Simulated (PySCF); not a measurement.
H₂MgSSe. Atoms are numbered in the order given.

```xyz
5

Mg     0.0626     0.3875    -0.5933
S      0.2556     1.5933    -2.5246
H      1.2054     0.7733    -3.0097
Se    -0.1433    -0.8593     1.4616
H     -1.1734    -1.6989     0.8297
```

Geometry optimised at PBE0-D3(BJ)/def2-TZVP. One conformer was computed; it need not be the lowest.

Level of theory: TDDFT-PBE0/def2-SVPD (PySCF 2.14.0).

Vertical excitations. The molecule is in vacuum.

```json
[
 {"state": "S1", "energy (eV)": "4.28", "λ (nm)": "290", "f": "0.046", "main pairs": "HOMO→LUMO 99 %"},
 {"state": "S2", "energy (eV)": "4.57", "λ (nm)": "271", "f": "0.041", "main pairs": "HOMO−1→LUMO 99 %"},
 {"state": "S3", "energy (eV)": "5.14", "λ (nm)": "241", "f": "0.000", "main pairs": "HOMO→LUMO+1 95 %"},
 {"state": "S4", "energy (eV)": "5.31", "λ (nm)": "233", "f": "0.030", "main pairs": "HOMO→LUMO+2 50 %, HOMO−2→LUMO 43 %"},
 {"state": "S5", "energy (eV)": "5.50", "λ (nm)": "225", "f": "0.000", "main pairs": "HOMO−1→LUMO+2 97 %"},
 {"state": "S6", "energy (eV)": "5.62", "λ (nm)": "220", "f": "0.060", "main pairs": "HOMO−1→LUMO+1 49 %, HOMO→LUMO+2 28 %, HOMO−2→LUMO 12 %, HOMO−3→LUMO 8 %"},
 {"state": "S7", "energy (eV)": "5.70", "λ (nm)": "217", "f": "0.006", "main pairs": "HOMO→LUMO+3 79 %, HOMO→LUMO+4 15 %"},
 {"state": "S8", "energy (eV)": "5.98", "λ (nm)": "207", "f": "0.533", "main pairs": "HOMO−2→LUMO 35 %, HOMO−1→LUMO+1 30 %, HOMO→LUMO+2 13 %, HOMO−2→LUMO+1 10 %"},
 {"state": "S9", "energy (eV)": "6.18", "λ (nm)": "200", "f": "0.076", "main pairs": "HOMO−2→LUMO+1 65 %, HOMO−2→LUMO+2 12 %"},
 {"state": "S10", "energy (eV)": "6.22", "λ (nm)": "199", "f": "0.024", "main pairs": "HOMO−2→LUMO+2 79 %"},
 {"state": "T1", "energy (eV)": "3.99", "λ (nm)": "311", "f": "0", "main pairs": "HOMO→LUMO 97 %"},
 {"state": "T2", "energy (eV)": "4.28", "λ (nm)": "290", "f": "0", "main pairs": "HOMO−1→LUMO 96 %"},
 {"state": "T3", "energy (eV)": "4.77", "λ (nm)": "260", "f": "0", "main pairs": "HOMO−2→LUMO 76 %, HOMO→LUMO+2 19 %"},
 {"state": "T4", "energy (eV)": "4.91", "λ (nm)": "253", "f": "0", "main pairs": "HOMO→LUMO+1 72 %, HOMO→LUMO+3 16 %"}
]
```
Triplets are in the Tamm–Dancoff approximation, which puts them higher than full response would, so one can lie above its singlet here.
